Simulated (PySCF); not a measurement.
Numbering as in the mapped SMILES `[CH2:1]=[CH:2][C:3]#[C:4][B:5]([OH:6])[OH:7]`. Hydrogens are named by the atom that carries them. Ha(C1) is cis to C3; Hb(C1) is trans to C3.

Geometry: PBE0-D3(BJ)/def2-SVP; GIAO shifts from PySCF, gas phase, non-relativistic, averaged over equivalent atoms.

At PBE0/STO-3G (40 basis functions, 3 s wall time on 1 thread of an Arm Neoverse V2, shared host):
```tsv
atoms	δ (ppm)
C1	114.5
C2	103.8
C4	88.0
C3	80.5
B5	16.5
O6/O7	72.7
Hb(C1)	5.85
Ha(C1)	5.84
H(C2)	5.71
H(O6)/H(O7)	2.78
```

Scale: ¹³C (σref 234.69) and ¹H (σref 32.60) against TMS; BF3·OEt2 for ¹¹B (σref 128.75); ¹⁷O (σref 341.71) vs H2O (reference shieldings calculated alike).

Task: What do these become at mPW1PW91/pcSseg-1?

Result: 
| atoms | δ at mPW1PW91/pcSseg-1 | change |
| --- | --- | --- |
| C1 | 140.4 | +25.9 |
| C2 | 125.9 | +22.1 |
| C4 | 99.5 | +11.5 |
| C3 | 101.8 | +21.3 |
| B5 | 19.8 | +3.3 |
| O6/O7 | 125.2 | +52.5 |
| Hb(C1) | 5.87 | +0.02 |
| Ha(C1) | 6.08 | +0.24 |
| H(C2) | 5.95 | +0.24 |
| H(O6)/H(O7) | 2.98 | +0.20 |

δ = σ(ref) − σ, references computed at the same level: TMS for ¹³C (σ = 183.54 ppm), ¹H (σ = 31.32 ppm); BF3·OEt2 for ¹¹B (σ = 100.80 ppm); ¹⁷O (σ = 333.30 ppm) vs H2O.

The largest change is at O6/O7 (oxygen bonded to B, H). Cost: 144 basis functions, 12 s wall time on 1 thread of an Arm Neoverse V2, shared host. The order of the carbon signals changes between the two levels.

A carbon bonded to boron is broadened by the quadrupolar boron nucleus and is often missing from a measured spectrum. Experimental scales use liquid or dissolved standards, which lie at an offset from isolated H2O (liquid H2O: subtract about 36 ppm).
